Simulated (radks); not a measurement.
Values are calculated unless marked as measured or tabulated.
Effect of the nuclear size on neutral chlorine, [Ne] 3s2 3p5. Level of theory: Dirac Kohn-Sham, BLYP, spin-unpolarised, spherical densities, finite nucleus; open shells fill j = l - 1/2 first; Fermi nuclear charge, rms radius 3.3654 fm (a radial shooting solver on a logarithmic mesh with Libxc functionals). The rms radius is varied about that value; shifts are against it.

| rms radius (fm) | total energy shift (eV) | density at nucleus (e/bohr^3) | 1s1/2 shift (meV) | 2s1/2 shift (meV) |
|---|---|---|---|---|
| 2.7798 | -0.00447 | 3608 | -1.88 | -0.138 |
| 3.1635 | -0.00163 | 3599 | -0.687 | -0.050 |
| 3.3654 | 0 | 3595 | 0.000 | 0.000 |
| 3.5 | 0.00114 | 3592 | 0.481 | 0.035 |
| 3.7995 | 0.00385 | 3587 | 1.62 | 0.119 |

Slopes of the eigenvalues against <r^2> in GHz/fm^2, as finite differences over the two radii next to the reference (eigenvalue slopes, not the field-shift constants of lines): 1s1/2 126, 2s1/2 9.23.
